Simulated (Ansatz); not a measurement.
Ansatz (a quantum-chemistry and plane-wave program) input:

Ansatz 0.2 input:
```yaml
crystal:
  periodic: [false, false, false]
  atoms:
    - {symbol: Si, position_ang: [0.04395211, -0.05767862, 0.02753163]}
    - {symbol: O, position_ang: [-0.65489506, -1.35585896, 0.71394472]}
    - {symbol: N, position_ang: [-1.42894126, 0.85620342, -0.17052083]}
    - {symbol: N, position_ang: [1.12855003, 0.93588665, 0.89662770]}
    - {symbol: N, position_ang: [0.82442656, -0.50307229, -1.41261033]}
    - {symbol: H, position_ang: [-2.11997761, 0.50046510, -0.81616338]}
    - {symbol: H, position_ang: [-1.88123916, 1.27576735, 0.63015688]}
    - {symbol: H, position_ang: [2.07760606, 0.62466943, 1.03164113]}
    - {symbol: H, position_ang: [0.81969264, 1.49603984, 1.67536114]}
    - {symbol: H, position_ang: [0.61864332, -1.36663448, -1.88428199]}
    - {symbol: H, position_ang: [1.44085818, 0.10094068, -1.92819021]}
basis:
  gaussian:
    orbitals: 6-31G
magnetization: {spin_polarized: true, initial_magnetization: 1}
correlation: {method: ccsd_t, electrons: outside_noble_gas}
```

### Question
Which total energy does the run end on?

### Answer
-531.05794 Eh (CCSD(T)/6-31G). The basis has 61 functions.

It need not be the lowest isomer of its formula.
